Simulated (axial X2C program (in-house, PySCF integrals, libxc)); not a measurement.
# Worked dissociation energy of PdB: PBE0, with spin–orbit coupling

Calculated with an in-house relativistic program for diatomic molecules. Two-component (2c) means X2C with spin–orbit coupling and atomic mean-field two-electron Coulomb and Gaunt terms. Basis: Pd dyall-cv3z [12s12p8d5f3g], B dyall-v3z [7s6p2d1f] (cores contracted in-house); Gaussian nuclei, density fitting, unrestricted open shells. Masses: Pd 105.903 u, B 11.009 u.

Molecular state: Ω = 1/2 (⟨Sz⟩ = 0.50, ⟨Lz⟩ = 0.00 at PBE0).

* E(Pd) (2M_J = 0): -5042.927891 hartree
* E(B) (2M_J = 1): -24.625863 hartree
* E(PdB) at Re: -5067.692067 hartree
* ωe: 762.2 cm⁻¹
* ωexe: 4.32 cm⁻¹

Question: Work out De and D0.

Answer: De = -5042.927891 + (-24.625863) − (-5067.692067) = 0.13831 hartree = 3.764 eV. The zero-point energy is ωe/2 − ωexe/4 = 380 cm⁻¹ = 0.047 eV, so D0 = 3.717 eV.

The state is one determinant whose occupation by symmetry is held fixed; it was picked as the lowest of a PBE0 search that is not exhaustive. De is counted from the lowest determinant-based energies of the atoms at the same level, without counterpoise correction. Density functionals use the spin component along the axis (collinear). The 2c atoms are single determinants rather than J levels; their spin–orbit lowering is only partly caught, and De is too large by that part. This holds for PBE0. Without a current term, density functionals place determinants with orbital angular momentum somewhat too high.

The levels of this run spread widely (ωe from 696 to 886 cm⁻¹), so these constants depend on the method.

Each atomic determinant is the lowest at this level and need not be a pure J level. Totals compare only within one Hamiltonian and basis.
